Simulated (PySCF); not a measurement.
**Energy profile**

The step: SiH₃Br ([SiH3][Br]) + H₂S → SiH₄S ([SiH3][SH]) + HBr; bonds formed: Si1–S7, Br2–H6; bonds broken: Si1–Br2, H6–S7 (atoms numbered as in the saddle structure below).

| atom | x (Å) | y (Å) | z (Å) |
| --- | --- | --- | --- |
| Si1 | -0.2156 | -0.1441 | -0.8482 |
| Br2 | 2.2050 | -0.7270 | 0.1105 |
| H3 | -0.1988 | -1.5044 | -1.4176 |
| H4 | 0.4764 | 1.0079 | -1.4595 |
| H5 | -1.6640 | 0.2523 | -0.9895 |
| H6 | 0.7916 | -0.0486 | 1.6189 |
| S7 | -0.5898 | -0.0823 | 1.4647 |
| H8 | -0.8047 | 1.2462 | 1.5204 |

Electronic energies by CCSD(T) at an estimated basis limit (MP2 extrapolated from triple and quadruple zeta, plus CCSD(T) − MP2 in triple zeta), on PBE0-D4/def2-TZVP structures; SiH5SBr, closed shell; no counterpoise correction. Computed with PySCF 2.14 with density fitting (its default auxiliary sets; JK sets also for MP2 and CCSD(T)) (basis: def2-TZVPP and def2-QZVPP); correlated methods freeze the cores. Filled d shells of the heavier atoms are correlated. The def2 sets are not built for correlating such inner shells, so the correlated values are less sure here. Extrapolation: Hartree–Fock as exp(−7.88 √X), correlation as X^−2.97.

Problem. Give the profile in kcal/mol, counted from the separated reactants. (Judge from chemistry; the value comes from the calculation.)

Solution. By the calculation:
| point | kcal/mol |
| --- | --- |
| separated: SiH3Br (linked as [SiH3][Br]; Si1, Br2, H3, H4, H5; singlet) + H2S (H6, S7, H8; singlet) | 0.00 |
| start structure | -1.75 |
| saddle | 32.88 |
| end structure | 5.58 |
| separated: SiH4S (linked as [SiH3][SH]; Si1, H3, H4, H5, S7, H8; singlet) + HBr (Br2, H6; singlet) | 8.83 |

No T1 diagnostic of these runs exceeds 0.011. The start structure is not quite a true minimum (one mode of 42i cm⁻¹).

For scale, one of the runs: CCSD(T)/def2-TZVPP, 202 basis functions, launched by `OMP_NUM_THREADS=4 python run.py`. The run took 12 min on 4 CPU threads of an Intel Xeon (shared host), with 2.9 GiB of host memory at its peak.
